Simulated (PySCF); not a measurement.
Unknown compound

Molecular formula: C$_{4}$H$_{8}$N$_{2}$Si$_{2}$. Simulated spectra:

1H NMR (400 MHz, computed): δ 4.08 (t, 3H), 0.65 (s, 3H), 0.35 (q, 2H).

13C{1H} NMR (computed): δ 123.4 (2C), -1.0, -5.7.

PySCF calculation with shieldings: GIAO PBE0/pcSseg-1 and structure optimised with GFN2-xTB; single conformer, gas phase, equivalent nuclei averaged, non-relativistic Hamiltonian.

δ = σ(ref) − σ, references computed at the same level: TMS for 1H and 13C.

Choose the structure that fits.
A. CN[SiH2]C#C[SiH2]C#N
B. CC1=C[SiH2]N[Si@H]1C#N
C. C[Si](C#N)(C#N)C[SiH3]
D. C#C[Si@]([SiH3])(C#N)NC
E. C[SiH2]C([SiH3])(C#N)C#N

Answers

C. 

Rings plus π bonds: 4 (no ring in the answer). 3 carbon signals for 4 carbons: some carbons are equivalent by symmetry or fast rotation. Carbon types of the structure: 2 × C, 1 × CH2, 1 × CH3, leaving 3 H on heteroatoms. δC 123.4: nitrile carbon; this is the usual window of a C≡N carbon, which has no attached hydrogen. δC -1.0: methyl carbon bonded to Si; an electropositive neighbour leaves it electron-rich and shielded. δC -5.7: sp3 CH2 bonded to 2 Si; an electropositive neighbour leaves it electron-rich and shielded. δH 0.65: hydrogen on a methyl carbon bonded to Si; an electropositive neighbour shields it, as in TMS itself. δH 0.35: hydrogen on an sp3 CH2 bonded to 2 Si; an electropositive neighbour shields it, as in TMS itself.

The others: CN[SiH2]C#C[SiH2]C#N would give 4 carbon signals, not 3; CC1=C[SiH2]N[Si@H]1C#N would give 4 carbon signals, not 3; C#C[Si@]([SiH3])(C#N)NC would give 4 carbon signals, not 3; C[SiH2]C([SiH3])(C#N)C#N has carbons computed at 119.5, -5.5, -7.2, with a different DEPT pattern.

Shifts are as computed. Against solution values, carbons near 30 ppm lie about +3 ppm off and those near 130 ppm about +5 ppm. Of 1309 compounds with measured shifts, 239 miss one by over three times the rms of a fit or turn the order of signals round; such compounds aren't used in these exercises. No couplings were computed; multiplicities are counted from neighbouring protons, with m where these are inequivalent, close in shift, in a saturated or five-membered ring or joined by F or P, and br s for small geminal =CH2 splittings.
